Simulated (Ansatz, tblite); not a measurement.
Approach curve of the dimer CH6Si ··· H2O (SMILES C[SiH3] and O). Monomers: optimised at B3LYP-D3(BJ) (def2-TZVP), held rigid. Orientation: lowest of the rigid-body minima from ten starts at GFN2-xTB. R is the distance of the centres of mass, along which the second monomer moves.

GFN2-xTB (tblite); CCSD(T)/aug-cc-pVDZ = CCSD(T) on RHF/aug-cc-pVDZ, frozen core, counterpoise-corrected (Ansatz, a first-principles code).

Interaction energies in kcal/mol; the last columns give the difference from CCSD(T):

```json
[
 {"R / Å": "2.89", "GFN2-xTB": "-0.74", "CCSD(T)/aug-cc-pVDZ": "1.67", "GFN2-xTB − CCSD(T)/aug-cc-pVDZ": "-2.40"},
 {"R / Å": "3.06", "GFN2-xTB": "-1.86", "CCSD(T)/aug-cc-pVDZ": "-0.12", "GFN2-xTB − CCSD(T)/aug-cc-pVDZ": "-1.74"},
 {"R / Å": "3.30", "GFN2-xTB": "-2.25", "CCSD(T)/aug-cc-pVDZ": "-1.21", "GFN2-xTB − CCSD(T)/aug-cc-pVDZ": "-1.04"},
 {"R / Å": "3.51", "GFN2-xTB": "-2.11", "CCSD(T)/aug-cc-pVDZ": "-1.45", "GFN2-xTB − CCSD(T)/aug-cc-pVDZ": "-0.65"},
 {"R / Å": "3.74", "GFN2-xTB": "-1.80", "CCSD(T)/aug-cc-pVDZ": "-1.39", "GFN2-xTB − CCSD(T)/aug-cc-pVDZ": "-0.41"},
 {"R / Å": "4.01", "GFN2-xTB": "-1.44", "CCSD(T)/aug-cc-pVDZ": "-1.16", "GFN2-xTB − CCSD(T)/aug-cc-pVDZ": "-0.28"},
 {"R / Å": "4.27", "GFN2-xTB": "-1.14", "CCSD(T)/aug-cc-pVDZ": "-0.92", "GFN2-xTB − CCSD(T)/aug-cc-pVDZ": "-0.22"},
 {"R / Å": "4.77", "GFN2-xTB": "-0.73", "CCSD(T)/aug-cc-pVDZ": "-0.57", "GFN2-xTB − CCSD(T)/aug-cc-pVDZ": "-0.16"},
 {"R / Å": "5.53", "GFN2-xTB": "-0.38", "CCSD(T)/aug-cc-pVDZ": "-0.28", "GFN2-xTB − CCSD(T)/aug-cc-pVDZ": "-0.11"},
 {"R / Å": "6.53", "GFN2-xTB": "-0.19", "CCSD(T)/aug-cc-pVDZ": "-0.13", "GFN2-xTB − CCSD(T)/aug-cc-pVDZ": "-0.06"},
 {"R / Å": "7.82", "GFN2-xTB": "-0.09", "CCSD(T)/aug-cc-pVDZ": "-0.06", "GFN2-xTB − CCSD(T)/aug-cc-pVDZ": "-0.03"}
]
```

GFN2-xTB is furthest from CCSD(T)/aug-cc-pVDZ at 2.89 (-2.40 kcal/mol, below); its mean absolute difference over the points is 0.65 kcal/mol.
